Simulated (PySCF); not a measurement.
## Iodine: a sound run and one with changed settings

Sound run: I+ [Kr] 4d10 5s2 5p4, I(2+) [Kr] 4d10 5s2 5p3. Computed with PySCF 2.14 in x2c-SVPall (6s5p3d, 36 functions), with scalar relativity by spin-free X2C-1e. In the sound run the correlated levels freeze [Kr] 4d10. The sound run starts from symmetry-adapted Hartree-Fock orbitals and uses a fine grid where one is needed.

Changed run: initial guess minao, at most 50 SCF cycles, level shift 2.0 hartree.

| species | method | sound run (hartree) | changed run (hartree) | converged |
| --- | --- | --- | --- | --- |
| I+ | UHF | -7111.54266 | -7111.54266 | yes |
| I+ | PBE0 | -7114.05679 | -7114.05679 | yes |
| I+ | r2SCAN | -7114.41286 | -7114.41286 | yes |
| I+ | MP2 | -7111.59973 | -7111.56148 | yes |
| I+ | CCSD(T) | -7111.61347 | -7111.61347 | yes |
| I(2+) | UHF | -7110.89091 | -7110.89091 | yes |
| I(2+) | PBE0 | -7113.36562 | -7113.36562 | yes |
| I(2+) | r2SCAN | -7113.72039 | -7113.72039 | yes |
| I(2+) | MP2 | -7110.93421 | -7110.90507 | yes |
| I(2+) | CCSD(T) | -7110.94664 | -7110.94664 | yes |

Ionisation energy of I+:

```csv
method,sound run (eV),changed run (eV)
UHF,17.735,17.735
PBE0,18.808,18.808
r2SCAN,18.843,18.843
MP2,18.110,17.862
SCS-MP2,18.115,17.865
CCSD,18.139,18.139
CCSD(T),18.145,18.145
```

A level shift leaves the converged SCF energy unchanged but raises the virtual orbital energies, which shrinks MP2 if it is not removed.

For comparison, NIST gives 19.131 eV between the lowest levels.
